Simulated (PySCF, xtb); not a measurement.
SrCl, SMILES [Cl][Sr+], charge +1.

Harmonic wavenumbers (cm⁻¹) from GFN2-xTB run with xtb at its own minimum, in rising order: 256.

What does B3LYP-D3(BJ)/def2-TZVPD (PySCF) give at its own minimum? (Estimate from the structure and the level; the computed values follow.)

357. Paired by order, the mean absolute difference is 101 cm⁻¹ and the zero-point energies are 0.4 and 0.5 kcal/mol.
